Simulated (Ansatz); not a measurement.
A run for Ansatz (a first-principles code): R-BLYP/def2-TZVPP on AuF (SMILES [F][Au]). Elements past Kr take the def2 small-core potentials; no spin–orbit coupling.

Ansatz 0.2 input:
```yaml
crystal:
  periodic: [false, false, false]
  atoms:
    - {symbol: Au, position_ang: [-0.00000000, -0.00000000, -0.97800215]}
    - {symbol: F, position_ang: [0.00000000, 0.00000000, 0.97800215]}
basis:
  gaussian:
    orbitals: def2-TZVPP
hamiltonian:
  xc: {name: BLYP}
scf: {lower_state_search: off}
```

It printed:

```
WARN ansatz: RAYON_NUM_THREADS=4 ignored (pool sized by the plan → 4); use --threads N
Functional definition: BLYP
these checks for a lower state are left out or cut short: stability, starts, cluster_reference, orbital_swaps, neighbouring_geometries, increment
integrals: 0.02 GiB planned
529 factors; their error is unknown
mean field: 0.23 GiB planned
mean field evaluation 1: about -6406.5711 eV, gradient 4.7e1 eV
mean field evaluation 2: about -6233.9279 eV, gradient 2.7e2 eV
mean field evaluation 4: about -6409.5604 eV, gradient 1.9e1 eV
mean field evaluation 8: about -6410.2118 eV, gradient 1.5e-1 eV
mean field evaluation 16: about -6410.2067 eV, gradient 4.6e-6 eV
mean field -6410.20666347 eV, -235.5707498882 hartree, gradient 4.5e-6 eV, S^2 0.000000; 0 other end points of the search recorded, 0 dependent functions left out
reference -6410.20690467 eV, -235.5707587524 hartree; 14, 14 occupied and 73, 73 virtual orbitals, 529 factors
Total energy: -6410.20690467 eV, -235.5707587524 hartree
Checks for a lower state left out: stability, starts, cluster_reference, orbital_swaps, neighbouring_geometries, increment
```

The calculation finished and met its thresholds.

Cost: roughly 0.6 core-seconds.
